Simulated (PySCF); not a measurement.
**BeTl⁺ at M06-2X**

Level: M06-2X. PySCF, scalar-relativistic core potentials, basis sets Be cc-pVDZ, Tl cc-pVDZ-PP with ECP60.

| Quantity | Value |
| --- | --- |
| state | ¹Σ⁺ (singlet), closed shell |
| bond length | 3.193 Å |
| harmonic wavenumber | 171 cm⁻¹ |
| force constant | 0.148 mdyn/Å |
| rotational constant Be | 0.1916 cm⁻¹ |
| anharmonicity ωexe | 1.50 cm⁻¹ |
| vibration–rotation constant αe | 0.00236 cm⁻¹ |
| HOMO–LUMO gap | 5.82 eV |
| bond order (Mayer) | 0.36 |
| dipole moment (positive dipole points towards Tl; it is taken about the centre of mass and depends on that origin) | -3.51 D |

Closed-shell solutions of metal pairs were not tested for spin polarisation, which can lower them a little. Spin–orbit coupling is left out.
